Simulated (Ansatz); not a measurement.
```xyz
4

C    -0.0799   -0.0294    0.0171
H     1.0908    0.0470   -0.0678
H    -0.5421    0.9893    0.0517
H    -0.5300   -0.9211   -0.0060
```

Basis set: 6-31G (spherical functions). Frozen core: 1 orbital. Charge 0, multiplicity 2.

Computed with Ansatz (development build ahead of 0.2.0); each method stands on the lowest determinant of its kind that the runs found.

Task: Give the atomization energy at this shape (free ground-state atoms in the same class of orbitals less the molecule, no zero-point energy) of doublet CH₃ by UHF-MP2, UHF.

Result:

```json
{"method": "UHF-MP2", "atomization energy": "259.10 kcal/mol"}
{"method": "UHF", "atomization energy": "225.87 kcal/mol"}
```

Caution: the shape is not the minimum.

This basis has no polarisation functions and is too small for such energies, which can lie far from measured ones in either direction.
